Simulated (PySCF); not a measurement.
# A small calculation by hand: refractive index and permittivity of the vapour

[(1R,2S)-2-fluorocyclopropyl]methanol (C4H7FO), SMILES OC[C@H]1C[C@@H]1F.

Geometry: PBE-D3(BJ)/def2-SVP. One conformer was computed; it need not be the lowest.

PySCF with PBE/def2-TZVP gives a mean static polarisability of 53.7 bohr³ and a dipole moment of 0.77 D. Take an ideal gas at 298.15 K and 0.1 bar, whether or not the substance is that volatile.

**Question.** Work out n − 1 in the optical limit and the static ε − 1.

**Answer.** 
Polarisability volume α' = 53.7 × 0.148185 = 7.96 Å³. Number density N = p/kT = 2.43e-6 Å⁻³.
Dilute limit of Lorentz–Lorenz: n − 1 = 2π N α' = 0.00012.
Orientation term of Debye: μ²/(3kT) = 8.098 Å³ × μ²(D²) = 4.80 Å³.
ε − 1 = 4π N (α' + μ²/3kT) = 0.00039. Orientation of the dipole supplies 38 % of the static response; it can't follow optical fields. Vibrational polarisation and dispersion are left out.
